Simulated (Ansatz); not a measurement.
CH6N2OSi can be A, `N=C(N)O[SiH3]`, or B, `C=N[SiH](N)O`.

Calculated with Ansatz (gas phase, PBE0-D4/def2-TZVP geometries, no zero-point term in ΔE). CCSD(T)/CBS adds triple-zeta CCSD(T) − MP2 to the extrapolated MP2 energy (def2 sets, frozen cores). DFT in def2-TZVPP. B3LYP here is the variant with VWN-RPA as its local correlation; programs differ in this. Each species was taken in one conformer, which may not be the lowest.

(1) Which is lower in electronic energy at CCSD(T)/CBS, and by how much? (Estimate.)

(2) Give E(B) − E(A) in kJ/mol with B3LYP, ωB97M-V, B3LYP-D4, PBE0-D4, HF/def2-TZVPP, B2PLYP, r2SCAN-D4. (Best estimate.)

Largest T1 diagnostic: 0.013.

## Answers

(1) Computed: B, by 152.8 kJ/mol.

(2) The calculation gave: B3LYP -134.9, ωB97M-V -140.9, B3LYP-D4 -135.7, PBE0-D4 -125.4, HF/def2-TZVPP -142.5, B2PLYP -142.2, r2SCAN-D4 -128.3. None reverses the order clearly.

In def2-TZVPP, CCSD(T) changes the Hartree–Fock value by −3.8 kJ/mol (the triples alone add +2.2 kJ/mol) and MP2 by −8.9 kJ/mol. From PBE to PBE0 (25 % exact exchange), in def2-TZVPP and without D4, E(B) − E(A) moves by −6.0 kJ/mol.
